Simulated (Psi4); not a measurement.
A dimer, H4Ge ··· O2S (SMILES [GeH4] and O=S=O); the first 5 atoms form monomer A.

```
8

Ge     0.0000     0.0000     0.0000
H     -0.7875    -1.1377    -0.6667
H     -0.6323     1.3485    -0.3749
H      1.4574    -0.0342    -0.4836
H     -0.0376    -0.1767     1.5252
O      0.0027     0.6308    -2.7960
S     -0.0588    -0.7912    -3.0051
O      1.1500    -1.5629    -2.8916
```

Q: What interaction energy does Psi4 with SAPT0/jun-cc-pVDZ, frozen core give, and which attractive term is the largest?

A: Total 25.87 kJ/mol: electrostatics -34.76, exchange 104.78, induction -20.67, dispersion -23.48. The most attractive term is electrostatics.
